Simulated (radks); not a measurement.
Numerical settings for neutral sulfur, [Ne] 3s2 3p4. Calculated with a radial shooting solver on a logarithmic mesh with Libxc functionals: scalar-relativistic Kohn-Sham, PBE, spin-polarised, spherical densities, finite nucleus; open shells are filled with parallel spins first; Fermi nuclear charge, rms radius 3.2611 fm. The defaults (mesh step 0.008 in ln r, mesh end at 40 bohr or more with all orbitals vanishing there, Anderson mixing 0.5 over 9 steps, residual threshold near 1e-9 with the energy settled to 1e-9 hartree or 1e-11 of itself, here a cap of 80 iterations) give E = -399.0768 hartree and 3p at -5.977 eV in 19 iterations. Run on one thread of a shared host, so times are rough (Intel(R) Xeon(R) Platinum 8488C): 0.21 s of CPU time, 0.21 s wall, 19 iterations on 2309 mesh points. Changes against that run (0 stands for a change within the tolerance of the run):

| setting | iterations | converged | E (mhartree) | e(3p) (meV) | CPU (s) |
|---|---|---|---|---|---|
| mesh step in ln r 0.02 | 13 | yes | 0 | 0 | 0.09 |
| mesh step in ln r 0.12 | 80 | no | -1.77e+06 | - | 0.4 |
| mesh step in ln r 0.05 | 13 | yes | -0.000394 | 0 | 0.05 |
| mesh end (bohr) 2 | 17 | level above zero | +7.2e+03 | +5.83e+04 | 0.15 |
| mesh end (bohr) 3 | 17 | level above zero | +1.11e+03 | +1.41e+04 | 0.17 |
| residual threshold 1e-05 | 9 | yes | 0 | -0.0416 | 0.14 |
| residual threshold 0.01 | 9 | yes | 0 | -0.0416 | 0.14 |
| mixing 0.2 | 19 | yes | 0 | 0 | 0.23 |
| linear mixing, mixing 1 | 63 | no | diverged | - | 1.3 |
| linear mixing, mixing 0.2 | 80 | no | 0 | 0 | 0.94 |
| mixing history 20 | 24 | yes | 0 | 0 | 0.34 |
| iteration cap 2 | 2 | no | +31.3 | -5.41e+03 | 0.05 |

Settled on a wrong energy, with an occupied level pushed above zero by the early mesh end: mesh end (bohr) 2 (+7.2 hartree); mesh end (bohr) 3 (+1.11 hartree). Apart from these: no run marked as converged misses the energy by more than 1 mhartree. A mesh that ends early acts as a hard wall.
